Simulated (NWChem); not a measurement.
A series in which one site is exchanged, each optimised at PBE0/def2-SVP with NWChem, gas phase unless a solvent is named. All stand in one matching conformer (torsions within 35°), which need not be the lowest.  Shieldings are non-relativistic GIAO values without spin-orbit effects.

A: [NH2][Al]([Cl])[Cl] (AlNH2Cl2; site = Al)
B: [Cl][Sc]([Cl])[NH2] (ScNH2Cl2; site = Sc)
C: ClB(Cl)N (BNH2Cl2; site = B)
D: [Ga]([Cl])([Cl])[NH2] (GaNH2Cl2; site = Ga)

Values for A:

* **dipole (D), PBE0/def2-SVP**: 2.61
* **orbital gap (eV), PBE0/def2-SVP**: 7.43
* **highest harmonic frequency (cm⁻¹), PBE0/def2-SVP**: 3720
* **static polarisability, PBE/def2-SVPD (bohr³)**: 62.4
* **15N shift against ammonia, PBE/pcSseg-1 (ppm)**: 33.4

**Question.** How do these values change for the other members?

**Answer.** 
```tsv
change from A	B	C	D
dipole (D), PBE0/def2-SVP	+0.41	+0.37	+0.23
orbital gap (eV), PBE0/def2-SVP	-1.75	+1.56	-0.37
highest harmonic frequency (cm⁻¹), PBE0/def2-SVP	-73	+31	+30
static polarisability, PBE/def2-SVPD (bohr³)	+12.8	-9.6	+3.9
15N shift against ammonia, PBE/pcSseg-1 (ppm)	+192.2	+76.0	+21.5
```
